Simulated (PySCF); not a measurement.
# Computed structure and properties of [WO3F]−

System: [WO3F]− (singlet); start: displaced along the imaginary mode (Cs). Method: PySCF 2.14.0, RKS B3LYP, W def2-SVP with ECP60, O def2-SVP, F def2-SVP; non-relativistic Hamiltonian with scalar-relativistic core potentials where named; density fitting; no spin-orbit coupling.

Input of the relaxation:

```python
mol = gto.M(atom='''
W      0.00000     0.08641    -0.01830
O      1.76780    -0.24886     0.25000
O      0.00000     1.83841    -0.11208
O     -1.76780    -0.24886     0.25000
F      0.00000    -1.96543    -0.14936''',
    basis={'W': 'def2-SVP', 'O': 'def2-SVP', 'F': 'def2-SVP'},
    ecp={'W': 'def2-SVP'},
    charge=-1, spin=0)
mf = dft.RKS(mol, xc='B3LYP')
mf.grids.atom_grid = (50, 194)
mf = mf.density_fit()  # fitting sets: W def2-universal-JKFIT, O def2-universal-JKFIT, F def2-universal-JKFIT
mf.conv_tol = 1e-08; mf.max_cycle = 55
mf.kernel(dm0)  # dm0: converged density of the start geometry
# quasi-Newton relaxation in Cartesian coordinates to a largest gradient under 0.00045 Eh/bohr, steps kept in the point group
```

Run from Python with OMP_NUM_THREADS=2; the lines above give its settings. Where DIIS fails, smearing, a level shift and second-order steps follow.
It took 25 s on 2 threads of Arm Neoverse V2, on a shared host, from the converged density of the start.

Course of the relaxation:

```json
{"step": "0", "energy above end (eV)": "4.6919", "largest force component within the symmetry (eV/Å)": "1.443"}
{"step": "1", "energy above end (eV)": "3.5078", "largest force component within the symmetry (eV/Å)": "2.260"}
{"step": "2", "energy above end (eV)": "2.2880", "largest force component within the symmetry (eV/Å)": "4.799"}
{"step": "3", "energy above end (eV)": "1.0976", "largest force component within the symmetry (eV/Å)": "1.489"}
{"step": "4", "energy above end (eV)": "0.4655", "largest force component within the symmetry (eV/Å)": "2.787"}
{"step": "5", "energy above end (eV)": "0.1647", "largest force component within the symmetry (eV/Å)": "0.944"}
{"step": "6", "energy above end (eV)": "0.0371", "largest force component within the symmetry (eV/Å)": "0.599"}
{"step": "7", "energy above end (eV)": "0.0101", "largest force component within the symmetry (eV/Å)": "1.023"}
{"step": "8", "energy above end (eV)": "0.0027", "largest force component within the symmetry (eV/Å)": "0.381"}
{"step": "9", "energy above end (eV)": "0.0003", "largest force component within the symmetry (eV/Å)": "0.061"}
{"step": "10", "energy above end (eV)": "0.0000", "largest force component within the symmetry (eV/Å)": "0.052"}
{"step": "11", "energy above end (eV)": "0.0000", "largest force component within the symmetry (eV/Å)": "0.012"}
```

Relaxed geometry (nearly C3v):

```xyz
5

W     0.0000   -0.0844    0.0647
O     1.4322   -0.1092    1.0772
O     0.0000    1.3796   -0.9008
O    -1.4322   -0.1092    1.0772
F     0.0000   -1.6150   -1.0980
```

```csv
contact,Å
W1–O2 (O),1.754
W1–O3 (O),1.754
W1–O4 (O),1.754
W1–F5 (F),1.922
```

On the finer grid (75, 302):

```json
{"HOMO": "-2.68 eV", "LUMO": "4.14 eV", "Dipole about the centre of mass": "1.95 D", "Set of Mulliken populations of W1 outside the core potential": "s 2.41, p 6.47, d 3.96, f 0.23", "D3(BJ) dispersion energy (not in the energies)": "-0.185 eV"}
```

```tsv
atom	Mulliken (e)	Löwdin (e)	spin (e)
W1	0.93	0.15	0.00
O2	-0.50	-0.30	0.00
O3	-0.50	-0.30	0.00
O4	-0.50	-0.30	0.00
F5	-0.42	-0.24	0.00
```

On the grid (50, 194), as all that follows. Harmonic modes: a minimum; lowest 221 cm⁻¹ (negative: unstable), highest 980 cm⁻¹, zero-point energy 0.300 eV.

Rigid scan of O along the line from its metal:

distance to O2 (Å), energy (eV) and a bar:
```
     1.45      3.687 ##############################
     1.55      1.359 ###########
     1.65      0.284 ##
     1.75      0.000 
     1.85      0.202 ##
     1.95      0.692 ######
     2.05      1.338 ###########
     2.20      2.425 ####################
```

Taking off one F (charge -1, singlet; the rest: singlet) in vacuum, both parts rigid, costs 8.32 eV; the small basis without counterpoise inflates it.

Rigid scan of F along the line from its metal:

| distance to F5 (Å) | energy (eV) |
| --- | --- |
| 1.62 | 1.941 |
| 1.72 | 0.714 |
| 1.82 | 0.149 |
| 1.92 | 0.000 |
| 2.02 | 0.107 |
| 2.12 | 0.365 |
| 2.32 | 1.094 |
| 2.62 | 2.274 |
| 3.02 | 3.568 |
| 3.52 | 4.631 |

One start shape was tried, so this needn't be the lowest isomer.
